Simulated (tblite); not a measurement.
Species: 2-fluorobenzaldehyde, C7H5FO.
SMILES with atom numbers: `[O:1]=[CH:2][c:3]1[cH:4][cH:5][cH:6][cH:7][c:8]1[F:9]` (hydrogens: H10 on C2; H11 on C4; H12 on C5; H13 on C6; H14 on C7)

Computed with GFN2-xTB (tblite), gas phase: Langevin dynamics at 600 K from the optimised GFN2-xTB geometry, time step 0.5 fs, friction 0.01 fs⁻¹, 2000 steps.

Start geometry:
```
atom  x, y, z in Å
O1      2.862   -1.331    0.448
C2      2.321   -0.308    0.113
C3      0.864   -0.121    0.042
C4      0.002   -1.167    0.380
C5     -1.367   -1.001    0.318
C6     -1.901    0.215   -0.083
C7     -1.070    1.269   -0.423
C8      0.299    1.090   -0.357
F9      1.101    2.118   -0.690
H10     2.905    0.585   -0.173
H11     0.443   -2.103    0.688
H12    -2.023   -1.816    0.582
H13    -2.972    0.346   -0.132
H14    -1.466    2.223   -0.737
```

The statistics below take the 31 frames saved every 25 fs from 250 to 1000 fs; their kinetic temperature (all 3N coordinates) averages 628 K.

Q: Give the mean, spread and extremes of the bond lengths.

A: 
```
  bond  start (Å)  mean (Å)  standard deviation (Å)  shortest (Å)  longest (Å)
 O1=C2      1.204     1.203                   0.018         1.168        1.243
 C2–C3      1.471     1.479                   0.041         1.395        1.554
 C3–C4      1.396     1.409                   0.036         1.360        1.478
 C4–C5      1.380     1.393                   0.026         1.356        1.446
 C5–C6      1.388     1.392                   0.039         1.326        1.481
 C6–C7      1.385     1.395                   0.036         1.322        1.472
 C7–C8      1.382     1.378                   0.037         1.321        1.445
 C8–F9      1.346     1.357                   0.036         1.317        1.457
 C3–C8      1.395     1.406                   0.037         1.327        1.469
C2–H10      1.105     1.087                   0.052         1.013        1.190
C4–H11      1.080     1.084                   0.025         1.035        1.140
C5–H12      1.079     1.083                   0.036         1.005        1.180
C6–H13      1.079     1.092                   0.043         1.007        1.163
C7–H14      1.079     1.094                   0.062         0.986        1.228
```

Q: Give the same statistics for bond angles, one of each kind among heavy atoms.

A: 
```
   angle  start (°)  mean (°)  standard deviation (°)  smallest (°)  largest (°)
O1–C2–C3      124.5     124.5                     4.7         117.0        133.5
C2–C3–C4      120.3     119.9                     4.9         109.8        133.1
C2–C3–C8      121.7     121.8                     5.4         109.4        131.8
C4–C3–C8      118.0     117.1                     4.6         106.5        125.4
C3–C4–C5      120.8     120.2                     4.8         110.5        130.4
C4–C5–C6      120.0     120.0                     4.2         109.8        130.8
C5–C6–C7      120.4     119.8                     3.3         113.6        126.2
C6–C7–C8      119.0     119.0                     3.7         112.3        126.7
C7–C8–F9      118.7     118.0                     5.5         108.5        129.4
C3–C8–C7      121.8     122.0                     4.3         115.3        129.6
C3–C8–F9      119.5     119.3                     5.5         109.2        131.4
```

Q: How far does each atom move about its mean position (frames aligned on the start, all atoms weighted alike), and what rms force does it feel?

A: 
```csv
atom,rms displacement (Å),rms force (eV/Å)
O1,0.40,1.68
C2,0.11,2.43
C3,0.16,2.56
C4,0.16,2.30
C5,0.10,2.37
C6,0.11,3.05
C7,0.09,3.20
C8,0.15,2.52
F9,0.26,1.31
H10,0.37,1.96
H11,0.25,0.96
H12,0.17,1.36
H13,0.26,1.53
H14,0.21,2.03
```

The displacements run from 0.09 to 0.40 Å, the largest at O1.

Q: How widely does the potential energy scatter, against a harmonic estimate?

A: Mean 1.01 eV above the start, standard deviation 0.183 eV, range 0.68 to 1.44 eV. For 36 classical harmonic modes at 600 K the canonical values are 36kT/2 = 0.93 eV and kT·√(36/2) = 0.219 eV.

The run is classical and short, so these are rough statistics of one trajectory.

What follows is the cost of the whole dynamics run. The run took 12 s on an Arm Neoverse V1 with one thread, on a shared host, and the process peaked at 0.19 GiB of memory.
